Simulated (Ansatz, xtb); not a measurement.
C5H7BO: which of two isomers lies lower

Structure X: `BC1(C#C)COC1`, a singlet. Structure Y: `B[C@@H]1OC[C@H]1C#C`, a singlet. Both are isolated molecules in the gas phase, relaxed with B3LYP/def2-SVP; the shapes shown needn't be the lowest conformers.

X (Å):

```xyz
14

C    -0.4951   -0.3176    0.7408
C     0.5473    0.6072    1.1599
C     1.4537    1.2812    1.6122
C    -0.6213   -0.6850   -0.7652
C    -1.9476    0.2087    0.5614
B    -0.1054   -1.3742    1.8423
O    -1.9954   -0.2833   -0.7823
H    -0.6077   -1.3061    2.9358
H     0.7304   -2.2074    1.5977
H     2.2466    1.9014    1.9871
H     0.0085   -0.0801   -1.4423
H    -0.4907   -1.7547   -1.0067
H    -2.7076   -0.2609    1.2106
H    -2.0507    1.3074    0.6172
```

Y (Å):

```yaml
atoms:
  - { symbol: C, position_ang: [0.2387, -0.8026, 1.1717] }
  - { symbol: C, position_ang: [0.4969, 0.4897, -0.4251] }
  - { symbol: C, position_ang: [-0.6917, 0.3121, 0.5576] }
  - { symbol: C, position_ang: [-2.0021, -0.0520, 0.0526] }
  - { symbol: C, position_ang: [-3.0932, -0.3635, -0.3742] }
  - { symbol: B, position_ang: [0.4128, -0.8665, 2.7163] }
  - { symbol: O, position_ang: [1.3480, -0.3343, 0.3720] }
  - { symbol: H, position_ang: [1.4869, -0.7189, 3.2412] }
  - { symbol: H, position_ang: [-0.5675, -1.0844, 3.3866] }
  - { symbol: H, position_ang: [-0.1125, -1.8011, 0.8215] }
  - { symbol: H, position_ang: [0.8843, 1.5159, -0.5411] }
  - { symbol: H, position_ang: [0.2973, 0.0576, -1.4239] }
  - { symbol: H, position_ang: [-0.7810, 1.1804, 1.2315] }
  - { symbol: H, position_ang: [-4.0604, -0.6379, -0.7515] }
```

Energies in hartree; the thermal terms are from GFN2-xTB frequencies at re-optimised GFN2-xTB minima (ideal gas, soft modes damped towards free rotors, one conformer each, 298.15 K, 1 atm) and include the zero-point energy:

```
                              X           Y
E, CCSD(T)/def2-SVP  −293.613223  −293.611561
    E, MP2/def2-SVP  −293.521077  −293.518361
  E, MP2/def2-TZVPP  −294.062385  −294.059853
  zero-point energy     0.103169     0.103049
       H(298 K) − E     0.112087     0.111867
       G(298 K) − E     0.071216     0.071001
```

Problem. Correct the CCSD(T) difference for the basis set by the MP2 change, then work out ΔE, ΔE₀, ΔH and ΔG for X → Y in kcal/mol (1 Eh = 627.51 kcal/mol) and the equilibrium ratio [Y]/[X].

Solution. 1. Differences Y − X: CCSD(T) +0.001662, MP2 in the small set +0.002716, MP2 in the large set +0.002532 Eh.
2. ΔE = +0.001662 + (+0.002532 − (+0.002716)) = +0.001478 Eh = +0.93 kcal/mol.
3. ΔE₀ = ΔE + ΔZPE = +0.001478 + (−0.000120) Eh = +0.85 kcal/mol.
4. ΔH = ΔE + (−0.000220) Eh = +0.79 kcal/mol.
5. ΔG = ΔE + (−0.000215) Eh = +0.79 kcal/mol, so ΔS = (ΔH − ΔG)/T = 0.0 J/(mol K).
6. kT = 0.9442 mEh, so K = [Y]/[X] = exp(−ΔG/kT) = exp(−1.34) ≈ 0.26.

The two are too close for this level to say which is favoured. An error of 1 kcal/mol in ΔG would change K by a factor of 5.4. Mirror images and further conformers aren't counted.

As drawn, both hold the same kinds of bond in the same numbers.

Other levels gave ΔE = +0.2 (GFN2-xTB); −0.4 (HF/STO-3G, GFN2-xTB geometries); +0.9 (r2SCAN-D4/def2-SVP, GFN2-xTB geometries); +0.2 (B3LYP/def2-SVP); −1.0 (HF/def2-SVP); +1.7 (MP2/def2-SVP); +1.0 (CCSD(T)/def2-SVP) kcal/mol. The correlated steps freeze 7 core orbitals. Programs: Ansatz 0.2.0, xtb 6.7.1.
